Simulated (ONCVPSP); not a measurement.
# Ba (Z = 56): one change to an ONCV potential, before and after

```
Element                 : barium (Ba)
Generator               : ONCVPSP 4.0.1
Type                    : optimised norm-conserving Vanderbilt (ONCV)
Functional              : PBEsol
Relativity              : fully relativistic
Frozen core             : [Kr] 4d10
Valence charge          : 10
Reference configuration : 5s2 5p6 6s2
Partial waves           : 5s+6s: rc 3.15 bohr, ncon 5, nbas 9, qcut 3.4 1/bohr, 3 projectors, debl 1.4 Ha; 5p: rc 1.80 bohr, ncon 4, nbas 8, qcut 5 1/bohr, 2 projectors, debl 2.6 Ha; d scattering state at 0.19 Ha: rc 2.95 bohr, ncon 4, nbas 8, qcut 3.5 1/bohr, 2 projectors, debl 1.2 Ha
Local potential         : polynomial inside 1.25 bohr (lpopt 5, dvloc0 -1 Ha)
Core correction         : Teter function, fcfact 5.5, rcfact 1.55
```

Open shells are filled in proportion to 2j + 1.

In the d channel the program set the typed energies aside and used 0.050, 1.250 Ha (j = l + 1/2; the other j can differ).

Change: d: debl 4.5. In the d channel the program set the typed energies aside and used 0.050, 4.550 Ha (j = l + 1/2; the other j can differ).

Cutoffs: the cutoffs (Ha) at which the residual kinetic energy of the hardest occupied pseudo-wave falls to 1 and 0.1 mHa per electron; they do not see the model core or the augmentation charge, which bear on the density cutoff. Errors are all-electron minus pseudo energies relative to the spin-unpolarised reference configuration.

Problem. What does the change do?

Solution. The potential gets neither clearly harder nor softer (12 Ha and 50 Ha → 12 Ha and 50 Ha); both files keep a bound ghost (s); the errors of the 3 common tests hardly move; the range in which the d5/2 phases agree widens (upper end 3.8 → at the end of the scan); the range in which the d3/2 phases agree narrows (upper end 3.9 → 1.4).

```csv
quantity,base,changed
"cutoff, loose",12 Ha,12 Ha
"cutoff, tight",50 Ha,50 Ha
bound ghosts,s,s
GHOST(+) flags under 300 eV,"p3/2 at 74.2 eV, p1/2 at 93.4 eV","p3/2 at 74.2 eV, p1/2 at 93.4 eV, d5/2 at 189.4 eV, d3/2 at 209.8 eV"
"tests counted (converged, no solver errors)",3 of 4,3 of 4
"error for 5s2 5p6 6s1, meV [ΔE 5.38 eV]",-0.7,-0.7
"error for 5s2 5p6 6s1.5, meV [ΔE 2.15 eV]",-0.1,-0.1
"error for 5s2 5p6 6s1 6p1, meV [ΔE 2.04 eV]",-0.3,-0.3
s: phases at 3.20 bohr within 0.05 rad from the reference energy up to (Ha; the scan ends near 5),to the end of the scan,to the end of the scan
p3/2: phases at 1.82 bohr within 0.05 rad from the reference energy up to (Ha; the scan ends near 5),2.7,2.7
p1/2: phases at 1.82 bohr within 0.05 rad from the reference energy up to (Ha; the scan ends near 5),3.3,3.3
d5/2: phases at 3.00 bohr within 0.05 rad from the reference energy up to (Ha; the scan ends near 5),3.8,to the end of the scan
d3/2: phases at 3.00 bohr within 0.05 rad from the reference energy up to (Ha; the scan ends near 5),3.9,1.4
"rms error of d²Exc/dni dnj with the model core, mHa",0.98,0.98
```

Base: Tests not counted: 5s2 5p6 6s0 (solver warning, printed error -6.9 meV). Changed file: Tests not counted: 5s2 5p6 6s0 (solver warning, printed error -6.9 meV). A true bound ghost makes a file unfit for plane-wave use even where its test errors are small: the radial tests pick states by their node count and pass the ghost by.
